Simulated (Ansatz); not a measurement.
Coupled-cluster run, C2H8SSi, SMILES `C[SiH2]CS`.

```yaml
crystal:
  periodic: [false, false, false]
  atoms:
    - {symbol: C, position_ang: [-1.139853, 1.257353, -0.111155]}
    - {symbol: Si, position_ang: [-0.069360, 0.065912, 0.844697]}
    - {symbol: C, position_ang: [1.315806, -0.617781, -0.229139]}
    - {symbol: S, position_ang: [0.672495, -1.569365, -1.633212]}
    - {symbol: H, position_ang: [-1.539952, 0.776220, -1.005876]}
    - {symbol: H, position_ang: [-1.976630, 1.604212, 0.499191]}
    - {symbol: H, position_ang: [-0.563181, 2.131844, -0.422467]}
    - {symbol: H, position_ang: [-0.873686, -1.093844, 1.325437]}
    - {symbol: H, position_ang: [0.526448, 0.738753, 2.035674]}
    - {symbol: H, position_ang: [1.873726, 0.210371, -0.675008]}
    - {symbol: H, position_ang: [2.028208, -1.214957, 0.343832]}
    - {symbol: H, position_ang: [-0.177119, -2.343818, -0.937976]}
basis:
  gaussian: {orbitals: def2-SVP}
correlation: {method: ccsd_t}
```

```sh
$ ansatz run in.yaml --threads 4 --pin off --events-out ev --progress --plain --max-ram 10444MiB
```

Log, shortened:

```
Functional definition: HF
1036 factors; integrals over basis functions are off by at most 1.1e-3 eV
mean field evaluation 1: about -20857.7777 eV, gradient 2.6e1 eV
mean field evaluation 2: about -20857.7811 eV, gradient 2.6e1 eV
mean field evaluation 4: about -20859.9208 eV, gradient 2.8e0 eV
mean field evaluation 8: about -20859.9502 eV, gradient 7.3e-5 eV
mean field -20859.95017627 eV, -766.5890295960 hartree, gradient 1.2e-6 eV, S^2 0.000000; 0 other end points of the search recorded, 0 dependent functions left out
12 core orbitals not correlated: weight in the atoms' cores, before any rotation towards them, 1.000 or more for the frozen orbitals, at most 0.000 for the correlated occupied ones
reference -20859.95017627 eV, -766.5890295960 hartree; 13, 13 occupied and 79, 79 virtual orbitals, 1036 factors
second order -14.31769475 eV of doubles, -0.00000000 eV of singles
cycle   1  -15.54824843 eV  change    -1.2e0 eV  update   8.3e-2
cycle   2  -16.01862896 eV  change   -4.7e-1 eV  update   2.5e-2
cycle   3  -16.06603900 eV  change   -4.7e-2 eV  update   7.5e-3
cycle   4  -16.06622024 eV  change   -1.8e-4 eV  update   2.1e-3
cycle   5  -16.06601012 eV  change    2.1e-4 eV  update   6.0e-4
cycle   6  -16.06590549 eV  change    1.0e-4 eV  update   1.9e-4
cycle   7  -16.06590875 eV  change   -3.3e-6 eV  update   6.0e-5
cycle   8  -16.06591041 eV  change   -1.7e-6 eV  update   2.1e-5
perturbative correction -0.45505409 eV, -0.0167229294 hartree
Total energy: -20876.47114077 eV, -767.1961638431 hartree
```

Hardware: 4 threads of an Arm Neoverse V2 on a shared host. Wall time 3.2 s, peak host memory 0.5 GiB.

The correlation energy is -16.521 eV, 2.8 % of it from (T); the T1 diagnostic reads 0.0089.
